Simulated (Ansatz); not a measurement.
Steps of a relaxation of C2H8FGeNO (`C[NH][GeH]([F])[O]C`) with RKS PBE0-D4/def2-TZVP.

```sh
$ ansatz run in.yaml --threads 2 --pin off --events-out ev --progress --plain --max-ram 22528MiB --backend cuda --devices 0, --max-vram 18GiB
```

```yaml
crystal:
  periodic: [false, false, false]
  atoms:
    - {symbol: C, position_ang: [-0.119380, 1.781310, -1.564150]}
    - {symbol: N, position_ang: [-0.259780, 0.981170, -0.353700]}
    - {symbol: Ge, position_ang: [1.063810, -0.050270, 0.333130]}
    - {symbol: F, position_ang: [1.616050, -0.894260, -1.102280]}
    - {symbol: O, position_ang: [0.418730, -1.170930, 1.480500]}
    - {symbol: C, position_ang: [-0.763990, -1.946910, 1.387750]}
    - {symbol: H, position_ang: [-1.105120, 1.937690, -2.004540]}
    - {symbol: H, position_ang: [0.494180, 1.227700, -2.270660]}
    - {symbol: H, position_ang: [0.343930, 2.755130, -1.383280]}
    - {symbol: H, position_ang: [-0.812690, 1.467330, 0.340400]}
    - {symbol: H, position_ang: [2.330770, 0.376500, 1.005310]}
    - {symbol: H, position_ang: [-1.185700, -2.024110, 2.391330]}
    - {symbol: H, position_ang: [-1.499450, -1.495300, 0.720090]}
    - {symbol: H, position_ang: [-0.521360, -2.945040, 1.020100]}
basis:
  gaussian: {orbitals: def2-TZVP}
hamiltonian: {xc: pbe0, dispersion: d4}
relax: {f_tol: 0.005, max_steps: 150}
```

Positions (Å) and forces (eV/Å) along the path, 10 of 12 steps:

```xyz
14
step=1 energy=-64965.6122 eV
C    -0.119    1.781   -1.564    0.110   -0.300    0.301
N    -0.260    0.981   -0.354   -0.082    0.272    0.297
Ge    1.064   -0.050    0.333   -0.228   -0.332   -1.110
F     1.616   -0.894   -1.102   -0.089    0.139    0.164
O     0.419   -1.171    1.480   -0.419   -0.468    0.582
C    -0.764   -1.947    1.388    0.336    0.297   -0.076
H    -1.105    1.938   -2.005   -0.011    0.025   -0.116
H     0.494    1.228   -2.271    0.012    0.025   -0.177
H     0.344    2.755   -1.383    0.042    0.100   -0.066
H    -0.813    1.467    0.340    0.040   -0.143    0.036
H     2.331    0.377    1.005    0.472    0.485    0.236
H    -1.186   -2.024    2.391   -0.067   -0.048   -0.009
H    -1.499   -1.495    0.720   -0.096    0.038   -0.050
H    -0.521   -2.945    1.020   -0.019   -0.090   -0.011
14
step=2 energy=-64965.6745 eV
C    -0.121    1.753   -1.543    0.003   -0.147    0.187
N    -0.254    0.981   -0.314   -0.011    0.188    0.010
Ge    1.075   -0.066    0.328    0.031   -0.069   -0.493
F     1.607   -0.902   -1.114   -0.056    0.097    0.201
O     0.417   -1.173    1.497   -0.114   -0.233    0.375
C    -0.767   -1.935    1.367    0.164    0.145   -0.106
H    -1.109    1.919   -1.979   -0.010    0.024   -0.055
H     0.467    1.184   -2.263   -0.002   -0.003   -0.028
H     0.361    2.728   -1.400    0.016    0.015   -0.018
H    -0.788    1.470    0.392    0.037   -0.075   -0.011
H     2.342    0.469    0.992    0.020    0.095   -0.017
H    -1.224   -2.018    2.356   -0.019   -0.009   -0.021
H    -1.482   -1.475    0.680   -0.032    0.015   -0.011
H    -0.525   -2.937    1.004   -0.028   -0.042   -0.013
14
step=3 energy=-64965.6921 eV
C    -0.130    1.727   -1.525    0.009   -0.017    0.041
N    -0.256    0.983   -0.282   -0.008    0.038   -0.098
Ge    1.077   -0.074    0.333    0.105    0.103   -0.035
F     1.602   -0.921   -1.094   -0.039    0.008    0.062
O     0.426   -1.171    1.530    0.037   -0.051    0.124
C    -0.758   -1.918    1.342   -0.038    0.023   -0.049
H    -1.118    1.913   -1.956    0.008    0.004    0.011
H     0.429    1.131   -2.250   -0.018    0.011    0.032
H     0.382    2.693   -1.415   -0.018   -0.039   -0.005
H    -0.770    1.478    0.431    0.007   -0.014   -0.009
H     2.340    0.529    0.967   -0.075   -0.065   -0.045
H    -1.255   -2.017    2.311    0.015    0.004   -0.040
H    -1.449   -1.434    0.641    0.016   -0.012    0.021
H    -0.523   -2.919    0.967   -0.001    0.008   -0.010
14
step=4 energy=-64965.6962 eV
C    -0.137    1.710   -1.518    0.005    0.026   -0.010
N    -0.256    0.978   -0.270    0.016    0.001   -0.043
Ge    1.084   -0.068    0.347    0.017    0.027    0.061
F     1.587   -0.935   -1.073    0.013   -0.017   -0.014
O     0.434   -1.164    1.552    0.032    0.024    0.031
C    -0.751   -1.900    1.325   -0.058   -0.028   -0.016
H    -1.128    1.902   -1.942    0.005   -0.002    0.015
H     0.409    1.104   -2.244   -0.015    0.003    0.026
H     0.383    2.673   -1.423   -0.013   -0.025   -0.002
H    -0.768    1.476    0.443   -0.006    0.013   -0.004
H     2.352    0.534    0.966   -0.046   -0.038   -0.031
H    -1.266   -2.021    2.282    0.023    0.006   -0.030
H    -1.428   -1.397    0.625    0.023   -0.008    0.019
H    -0.515   -2.893    0.929    0.004    0.018   -0.003
14
step=5 energy=-64965.6973 eV
C    -0.141    1.706   -1.519   -0.003    0.003   -0.025
N    -0.254    0.984   -0.265    0.011   -0.013    0.014
Ge    1.082   -0.065    0.358    0.012    0.001    0.032
F     1.582   -0.948   -1.054   -0.009   -0.007   -0.014
O     0.430   -1.154    1.570   -0.004    0.038   -0.021
C    -0.747   -1.896    1.318   -0.021   -0.034    0.002
H    -1.135    1.905   -1.930    0.005    0.001    0.002
H     0.389    1.087   -2.245   -0.005    0.007    0.004
H     0.391    2.663   -1.438   -0.001   -0.012    0.003
H    -0.761    1.490    0.446   -0.002    0.001    0.001
H     2.353    0.531    0.966    0.004    0.002    0.005
H    -1.271   -2.038    2.267    0.015    0.000   -0.018
H    -1.420   -1.385    0.621    0.001   -0.002    0.010
H    -0.500   -2.880    0.905   -0.002    0.014    0.005
14
step=7 energy=-64965.6985 eV
C    -0.140    1.700   -1.526    0.004   -0.002    0.000
N    -0.249    1.001   -0.258   -0.004    0.008    0.008
Ge    1.076   -0.055    0.374   -0.008   -0.016   -0.028
F     1.560   -0.958   -1.032    0.000    0.008    0.008
O     0.409   -1.128    1.590   -0.039   -0.020    0.001
C    -0.745   -1.901    1.312    0.036   -0.001    0.016
H    -1.136    1.919   -1.921    0.004    0.000   -0.001
H     0.361    1.058   -2.251   -0.003    0.002    0.004
H     0.417    2.644   -1.469   -0.002   -0.002   -0.002
H    -0.746    1.524    0.448    0.005   -0.004   -0.007
H     2.353    0.531    0.978    0.011    0.009    0.006
H    -1.256   -2.096    2.257    0.012    0.000   -0.015
H    -1.437   -1.383    0.639   -0.004   -0.004    0.002
H    -0.467   -2.858    0.859   -0.012    0.020    0.006
14
step=8 energy=-64965.6988 eV
C    -0.137    1.698   -1.532    0.010   -0.003    0.002
N    -0.249    1.010   -0.258   -0.012    0.009    0.005
Ge    1.070   -0.050    0.381    0.002   -0.007   -0.017
F     1.553   -0.959   -1.021    0.000    0.003    0.008
O     0.398   -1.117    1.599   -0.031   -0.024   -0.003
C    -0.745   -1.904    1.313    0.011   -0.008    0.016
H    -1.132    1.927   -1.924    0.005    0.000   -0.001
H     0.352    1.042   -2.254   -0.004    0.008    0.005
H     0.434    2.635   -1.485   -0.006   -0.007   -0.002
H    -0.741    1.543    0.444    0.005   -0.005   -0.007
H     2.347    0.536    0.986    0.000    0.003    0.003
H    -1.234   -2.145    2.261    0.025    0.010   -0.040
H    -1.460   -1.376    0.673    0.014   -0.017    0.015
H    -0.457   -2.839    0.819   -0.018    0.039    0.016
14
step=9 energy=-64965.6991 eV
C    -0.135    1.697   -1.534    0.003    0.001    0.002
N    -0.251    1.009   -0.261   -0.004    0.007   -0.003
Ge    1.068   -0.049    0.381    0.006   -0.005   -0.004
F     1.555   -0.960   -1.019   -0.001    0.004    0.005
O     0.396   -1.116    1.600   -0.020   -0.018    0.000
C    -0.745   -1.904    1.315    0.005   -0.006    0.008
H    -1.128    1.927   -1.929    0.002    0.000   -0.002
H     0.355    1.041   -2.255   -0.002    0.003    0.005
H     0.437    2.633   -1.487   -0.003   -0.004    0.001
H    -0.743    1.543    0.441    0.005   -0.004   -0.005
H     2.344    0.538    0.989   -0.001    0.003   -0.002
H    -1.219   -2.164    2.264    0.017    0.008   -0.026
H    -1.472   -1.367    0.695    0.008   -0.013    0.009
H    -0.461   -2.828    0.800   -0.013    0.026    0.011
14
step=11 energy=-64965.6993 eV
C    -0.131    1.695   -1.538    0.000    0.000    0.001
N    -0.254    1.005   -0.266    0.003    0.000   -0.002
Ge    1.067   -0.049    0.380   -0.003    0.000    0.002
F     1.561   -0.960   -1.016    0.000    0.001    0.000
O     0.396   -1.117    1.600    0.000   -0.001    0.002
C    -0.748   -1.901    1.319   -0.003   -0.005   -0.001
H    -1.122    1.921   -1.940    0.000    0.000   -0.001
H     0.368    1.042   -2.256    0.000    0.000    0.000
H     0.435    2.634   -1.484    0.000    0.000   -0.001
H    -0.748    1.539    0.433    0.000    0.000    0.001
H     2.338    0.544    0.992    0.001    0.000   -0.002
H    -1.193   -2.196    2.272    0.003    0.001   -0.005
H    -1.494   -1.350    0.737    0.002   -0.001    0.002
H    -0.475   -2.806    0.766   -0.002    0.004    0.003
14
step=12 energy=-64965.6993 eV
C    -0.130    1.695   -1.538    0.000    0.000    0.001
N    -0.254    1.005   -0.267    0.001    0.000    0.000
Ge    1.066   -0.049    0.381    0.000    0.001   -0.001
F     1.561   -0.961   -1.015    0.000    0.000    0.000
O     0.395   -1.117    1.601    0.000   -0.001    0.002
C    -0.748   -1.901    1.319   -0.001   -0.001   -0.001
H    -1.121    1.920   -1.941    0.000    0.000    0.000
H     0.369    1.042   -2.256    0.000    0.000    0.001
H     0.436    2.634   -1.485    0.000    0.000    0.000
H    -0.749    1.539    0.432    0.000    0.000   -0.001
H     2.338    0.544    0.992    0.000    0.001    0.000
H    -1.189   -2.202    2.272    0.001    0.001   -0.002
H    -1.497   -1.348    0.744    0.000   -0.001    0.000
H    -0.476   -2.803    0.761   -0.001    0.002    0.001
```

It took 25 s on 2 threads of an AMD EPYC 7R13 on a shared host and a share of an NVIDIA H100 80 GB, with 0.94 GiB of host memory at the peak.
